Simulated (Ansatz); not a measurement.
`C[N](C)[Mg][OH]` → `C[N](C)[Mg]`• + `[OH]`• at 298.15 K and 1 bar (homolysis of the Mg–O bond).

Isolated molecules relaxed with PBE0-D4/def2-TZVP in Ansatz; ΔE leaves out vibrations. CCSD(T)/CBS adds triple-zeta CCSD(T) − MP2 to the extrapolated MP2 energy (def2 sets, frozen cores). This one scheme is used for every species. Open shells (•) are unrestricted, without spin–orbit coupling. For Mg outer-core shells are correlated without core-valence functions, which leaves a few kJ/mol of doubt a bond. Each species was taken in one conformer, which may not be the lowest.

| species | CCSD(T)/CBS energy (Eh) | H − E (kJ/mol) | S (J/(mol·K)) |
| --- | --- | --- | --- |
| `C[N](C)[Mg][OH]` | -410.13497 | 268.7 | 373.4 |
| `C[N](C)[Mg]`• | -334.27380 | 228.6 | 312.5 |
| `[OH]`• | -75.67771 | 31.1 | 184.0 |

H − E and S are ideal-gas, rigid-rotor, harmonic terms from PBE0-D4/def2-TZVP, for one conformer and one mirror image of each species, with the whole ground term of open shells counted as degenerate. 1 Eh = 2625.50 kJ/mol, R = 8.31446 J/(mol·K).

Question: By hand: ΔE, ΔH, ΔS and ΔG.

Answer: ΔE = (-334.27380) + (-75.67771) − (-410.13497) = 0.18346 Eh = 481.7 kJ/mol. Δ(H − E) = 228.6 + 31.1 − 268.7 = -9.0, so ΔH = 472.7 kJ/mol. ΔS = 312.5 + 184.0 − 373.4 = 123.1 J/(mol·K). ΔG = 472.7 − 298.15 × (123.1)/1000 = 436.0 kJ/mol.

Question: By hand: the equilibrium constant, and the temperature at which ΔG would vanish if ΔH and ΔS stayed fixed.

Answer: log₁₀ K = −ΔG/(RT ln 10) = -76.4. ΔG = 0 at ΔH/ΔS = 3840 K, far beyond where these terms or the molecules hold.

The number of gas molecules changes by +1, which sets the sign of ΔS. A doubt of 5 kJ/mol in ΔE shifts log₁₀ K by 0.9 here. Other conformers and mirror images would add mixing entropy, several J/(mol·K) or more a flexible species. These are equilibria of isolated gas molecules and say nothing of rates. Largest T1 diagnostic: 0.012 (customary marks: 0.02 for closed shells, 0.045 for open ones).
